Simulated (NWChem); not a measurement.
# CH₇FN₂Si; SMILES NC[Si@H](N)F

```xyz
12

N      0.0729     2.3183    -0.0836
C      0.7496     1.0873     0.3885
Si     0.0116    -0.5032    -0.3087
N     -1.6213    -0.6297     0.2297
F      0.9503    -1.7577     0.1338
H      0.1842     2.4015    -1.0937
H     -0.9305     2.2288     0.0746
H      1.8160     1.1640     0.1427
H      0.7103     1.0754     1.4868
H     -0.0456    -0.5009    -1.7934
H     -2.2734    -1.2202    -0.2730
H     -1.8342    -0.6283     1.2211
```
Atoms are numbered in this order, from 1.

All runs: NWChem. STO-3G and 3-21G are far too small for this property and stand as cheap habits. The geometry was optimised at B3LYP/6-31G* (spherical d). Vertical excitations in the gas phase.

**Question.** What does the run give for PBE/3-21G, TDA? Quantities: lowest excitation, singlet (eV); oscillator strength of that lowest state; lowest state with f > 0.02, singlet (eV); oscillator strength of that bright state; orbital gap (eV).

**Answer.** 
```
Item                                      Value
----------------------------------------  -----
lowest excitation, singlet (eV)            5.61
oscillator strength of that lowest state  0.005
lowest state with f > 0.02, singlet (eV)   5.88
oscillator strength of that bright state  0.026
orbital gap (eV)                           5.51
```
